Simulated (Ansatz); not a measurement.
Reaction (ligand exchange at the Si–F bond): `CN([SiH3])[SiH2]F` + HCl → `CN([SiH3])[SiH2]Cl` + H–F

Isolated molecules relaxed with PBE0-D4/def2-TZVP in Ansatz; ΔE leaves out vibrations. CCSD(T)/CBS is the MP2 limit (def2-TZVPP, def2-QZVPP) plus CCSD(T) − MP2 in def2-TZVPP, frozen cores. This one scheme is used for every species. Functionals use def2-TZVPP. B3LYP here is the variant with VWN-RPA as its local correlation; programs differ in this. HSE06 is defined as in plane-wave codes. Each species was taken in one conformer, which may not be the lowest.

Question: Is it downhill or uphill in electronic energy at CCSD(T)/CBS, and by how much? (Best estimate.)

Answer: Computed: Uphill: ΔE = +39.7 kJ/mol.

Question: What do these levels give: PBE0-D4, r2SCANh-D4, CAM-B3LYP-D4, PBE-QIDH, r2SCAN, B3LYP, r2SCAN0, HSE06, RPA@PBE/def2-TZVPP, MP2/def2-SVP, CCSD/def2-SVP, MP2/CBS(def2)? (An estimate is asked.)

Answer: The calculation gave: PBE0-D4 33.9, r2SCANh-D4 41.6, CAM-B3LYP-D4 49.6, PBE-QIDH 37.6, r2SCAN 43.8, B3LYP 50.7, r2SCAN0 42.0, HSE06 37.5, RPA@PBE/def2-TZVPP 47.6, MP2/def2-SVP 42.1, CCSD/def2-SVP 45.9, MP2/CBS(def2) 33.9 kJ/mol.

Largest T1 diagnostic among the species: 0.011.

At CCSD(T), def2-SVP lies +5.3 kJ/mol from the extrapolated value and def2-TZVPP +4.1 kJ/mol. Leaving LDA and LC-ωPBE aside and taking each functional with its dispersion term where it has one, the values, not all of them listed here, spread over 19.4 kJ/mol, from revPBE-D4 to CAM-B3LYP-D4. The D4 term adds −7.5 kJ/mol with B3LYP and −4.2 kJ/mol with PBE0; it sums over pairs of atoms, weighted by their polarisabilities, and B3LYP, whose exchange is more repulsive, gets the larger term.
